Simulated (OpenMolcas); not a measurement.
## Co2+: ligand-field states by method

Co2+ with its 6 nearest fluoride ions at 2.045 Å, on the Zn site of KZnF3 (a = 4.054 Å, distance in the model lattice 2.027 Å). The rest of the host is ab initio model potentials to 7.6 Å, with orthogonalisation functions on the cations behind the ligands, and point charges beyond; the distance is set by hand and nothing relaxes. Ligand basis ANO-RCC-VDZP.

- Program: OpenMolcas
- Basis: ANO-RCC-VTZP [6s5p3d2f1g]
- Scalar Hamiltonian: DKH2, point nucleus
- Active space: 7 electrons in 5 orbitals (3d)
- State averaging: 2S+1 = 4 even, 10 roots; 2S+1 = 2 even, 40 roots
- Spin-orbit coupling: state interaction with AMFI integrals over the reference wave functions

I. CASSCF
II. SS-CASPT2, IPEA 0.25 Eh, imaginary shift 0.1 Eh (closed shells correlated: 3s 3p and the ligand valence shells)
III. SS-CASPT2, IPEA 0.25 Eh, sigma2 regulariser 0.3 Eh (closed shells correlated: 3s 3p and the ligand valence shells)

Spin-free states (labels of O, the rotations of Oh) in cm-1, each column counted from its own energy of the first state listed:

```json
{"State": "4T1", "Degeneracy": "3", "I": "0", "II": "0", "III": "0"}
{"State": "4T2", "Degeneracy": "3", "I": "5771", "II": "7650", "III": "7650"}
{"State": "4A2", "Degeneracy": "1", "I": "12628", "II": "15960", "III": "15960"}
{"State": "2E", "Degeneracy": "2", "I": "15577", "II": "12600", "III": "12600"}
{"State": "2T1", "Degeneracy": "3", "I": "20092", "II": "17090", "III": "17090"}
{"State": "2T2", "Degeneracy": "3", "I": "20314", "II": "17500", "III": "17510"}
{"State": "4T1", "Degeneracy": "3", "I": "23028", "II": "20700", "III": "20700"}
{"State": "2A1", "Degeneracy": "1", "I": "23970", "II": "21770", "III": "21770"}
{"State": "2T1", "Degeneracy": "3", "I": "25877", "II": "20620", "III": "20620"}
{"State": "2T2", "Degeneracy": "3", "I": "28332", "II": "25240", "III": "25240"}
{"State": "2T1", "Degeneracy": "3", "I": "28775", "II": "26940", "III": "26940"}
{"State": "2E", "Degeneracy": "2", "I": "30758", "II": "28220", "III": "28230"}
{"State": "2T2", "Degeneracy": "3", "I": "33739", "II": "31010", "III": "31010"}
{"State": "2E", "Degeneracy": "2", "I": "33929", "II": "32710", "III": "32710"}
{"State": "2T1", "Degeneracy": "3", "I": "34056", "II": "32820", "III": "32820"}
{"State": "2T2", "Degeneracy": "3", "I": "46585", "II": "39190", "III": "39210"}
{"State": "2T1", "Degeneracy": "3", "I": "47304", "II": "40980", "III": "41000"}
{"State": "2A2", "Degeneracy": "1", "I": "48108", "II": "41450", "III": "41450"}
{"State": "2E", "Degeneracy": "2", "I": "71761", "II": "61840", "III": "61860"}
{"State": "2T2", "Degeneracy": "3", "I": "71864", "II": "61450", "III": "61500"}
```

From I to II, I's first state of the same spin (4T2) moves from 5771 to 7650 cm-1, by about +1900 cm-1.

From I to II, I's first state of another spin (2E) moves from 15577 to 12600 cm-1, by about -3000 cm-1.

I: A least-squares ligand-field fit to the states below 45000 cm-1, each weighted by its degeneracy and with a free common offset, gives 10Dq = 6529 cm-1, B = 1219 cm-1 and C = 4486 cm-1 (C/B = 3.68), with an rms deviation of 115 cm-1. The same method and metal basis give the free ion B = 1229 cm-1 (fit to its terms below 60000 cm-1, rms deviation 20 cm-1), so the nephelauxetic ratio is β = 1219 / 1229 = 0.99; it hangs on how both fits weigh the states, and computed free-ion B values tend to be too large, so β mixes covalency with correlation.

χT at 300 K: I 3.62, II 3.55, III 3.55 cm3 K/mol.

Roots that are degenerate in the reference are averaged as groups; the widest CASPT2 spread within a group is 52 cm-1 (the 2-fold group of multiplicity 2 near 28200 cm-1 above the lowest state of its run, II). Shifts and gaps below about the spread of the groups concerned are not significant. Over all roots computed the reference weight is 0.73 to 0.74 in II, 0.73 to 0.74 in III; a low but even weight reflects the number of correlated electrons. An orbital triplet at a regular site is open to Jahn-Teller coupling, which can distort the site and quench the lowest spin-orbit gaps and is left out. Ligand-to-metal charge-transfer states are missing. Without dynamic correlation the repulsion within the d shell is too large (B by tens of per cent), so at a given field states of lower spin stand too high (holds for I). With no ligand orbital active B as a rule stays too high, so bands that hang on it stand too high and its fall with covalency is understated (holds for I). With metal d orbitals alone and no dynamic correlation 10Dq can be off by a tenth to a fifth, either way, in oxide and fluoride hosts (holds for I). A single d shell leaves out the double-shell effect, which counts most for late 3d ions, where the CASPT2 field can be off either way by tens of per cent (holds for II; III). These CASPT2 states fit no ligand-field parameters well, so their order and spin gaps are uncertain (holds for II; III). For late 3d ions with one d shell CASPT2 can put B and the spin-flip bands somewhat low as well as high (holds for II; III). With one d shell and no ligand orbital active, 10Dq can be off by tens of per cent for divalent 3d ions, low with halides held by bare charges and at times high in hosts (holds for II; III). Free-ion shares, where given, are those of the reference states; single-state CASPT2 does not remix them (holds for II; III). No measured value stands beside these numbers; the geometry was set by hand and not optimised.
